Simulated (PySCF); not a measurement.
Isomers C₄H₄F₂O₃:

A. SMILES O=C1C[C@@H](OC(F)F)O1
B. SMILES O=C1OCCC(F)(F)O1
C. SMILES C[C@@H]1OC(=O)OC1(F)F

Spectrum 1. ¹³C{¹H} NMR (computed): δ 168.0 (C), 122.7 (CH), 90.7 (CH), 49.6 (CH2).

Spectrum 2. ¹³C{¹H} NMR (computed): δ 152.3 (C, dd, J = 4.8, 3.2 Hz), 133.7 (C, t, J = 328.7 Hz), 83.2 (CH, dd, J = 35.6, 28.4 Hz), 17.9 (CH3, dd, J = 8.9, 2.7 Hz).

Spectrum 3. ¹³C{¹H} NMR (computed): δ 146.4 (C), 129.1 (C), 65.2 (CH2), 33.6 (CH2).

All values are calculated (PySCF 2.14.0 with density-fitted response routines): geometry from GFN2-xTB, couplings computed with B3LYP/pcJ-1 (spin–dipole term left out of most H,H and C,H couplings), shieldings: GIAO PBE0/pcSseg-1. No solvent model, non-relativistic Hamiltonian, fast rotation and ring inversion assumed for equivalent nuclei, a single conformation.

Chemical shifts δ = σref − σ; ¹³C against TMS, all at this level. Splittings of carbon signals by F and P are missing where no couplings were computed. One-bond C–F couplings are unscaled and too large by tens of Hz. Shifts are as computed. Against solution values, carbons near 30 ppm lie about +3 ppm off and those near 130 ppm about +5 ppm. Of 1211 compounds with measured shifts, 218 miss one by over three times the rms of a fit or turn the order of signals round; such compounds aren't used in these exercises.

Q: Which spectrum belongs to which compound?

A: 1–A, 2–C, 3–B.

- Spectrum 1 (A): 4 ¹³C signals; δC 168.0 is an ester carbonyl carbon; δC 122.7 is an sp3 CH bonded to 2 F and O.
- Spectrum 2 (C): 4 ¹³C signals; δC 152.3 is a carbonate carbon; δC 133.7 is a fully substituted sp3 carbon bonded to 2 F and O.
- Spectrum 3 (B): 4 ¹³C signals; δC 146.4 is a carbonate carbon; δC 129.1 is a fully substituted sp3 carbon bonded to 2 F and O.
